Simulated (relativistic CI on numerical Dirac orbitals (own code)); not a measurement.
## What each ingredient does to the levels of I6+

Base calculation: Dirac-Coulomb-Breit CI, separate exchange-only KLI orbitals for each configuration, model QED (radiative potential, 1s self-energy scaled to tabulated hydrogen-like ionisation energies), unscaled Slater integrals.

Configuration list (outside the closed core [Kr]): 4d10 5s, 4d10 5p, 4d10 5d, 4d10 5f, 4d10 4f, 4d10 5g, 4d10 6s, 4d10 6p, 4d9 5s2, 4d9 5s 4f, 4d10 6d, 4d8 5s 5p2, 4d9 5p2, 4d10 7s, 4d9 5s 5p, 4d10 7p. Levels of other configurations are missing.

Variants: (1) Breit term removed. Shifts of the energy above 4d10 5s 2S_1/2, in cm⁻¹, for the lowest level and the first level of each name with at least 55 % of one term (blank where a level changes its place among those of its configuration and J or its character, or is not in the variant):

```
            Level    Base  Δ(1)  Measured
   4d10 5s 2S_1/2       0     0         0
  4d10 5p 2P°_1/2  100267  -181    104960
  4d10 5p 2P°_3/2  114812   +30    119960
   4d10 5d 2D_3/2  267835  +218    274020
   4d10 5d 2D_5/2  269952  +281    276250
  4d10 4f 2F°_5/2  270781  +542          
  4d10 4f 2F°_7/2  270781  +617          
   4d10 6s 2S_1/2  327254  +181          
   4d9 5s2 2D_5/2  360042  -436          
  4d10 6p 2P°_1/2  367807  +111          
  4d10 6p 2P°_3/2  373365  +187          
   4d9 5s2 2D_3/2  373905    +4          
  4d10 5f 2F°_5/2  429038  +377          
  4d10 5f 2F°_7/2  429253  +405          
   4d10 6d 2D_3/2  439057  +257          
   4d10 6d 2D_5/2  440021  +289          
4d9 5s 5p 4P°_5/2  443111  -585          
4d9 5s 5p 4F°_7/2  451231  -553          
4d9 5s 5p 4P°_3/2  452308  -469          
4d9 5s 5p 4F°_3/2  458694  -202          
4d9 5s 5p 4F°_9/2  459212  -391          
4d9 5s 5p 4P°_1/2  462605  -191
```

At this charge configurations can still be misplaced by up to about 7 % of their energy. Levels and lines within the n = 5 or 6 shells can be off by up to 10 % or somewhat more, and those that change n by about 2 %, since core polarisation is missing. 4 of the 4 excited levels that our extract of the measured tables holds in this range could be paired (the sources list more); they are missed by 5581 cm⁻¹ on average and 6298 at most, and levels without a partner can miss by more.

Measured levels: Moore, Atomic Energy Levels, vol. III, NSRDS-NBS 35 (1971 reprint of NBS Circular 467, 1958).

Ionisation energy from the two ground configurations alone: base 85.84 eV; Breit term removed 85.88 eV. The NIST ASD value (semi-empirical) is 87.61 eV. The gap of more than 2 % comes from missing correlation, or from a tabulated value that is itself an estimate.

LS names give the leading component of a level, which can be under half, so a name can repeat, a term be missing and a line seem to break the LS rules.
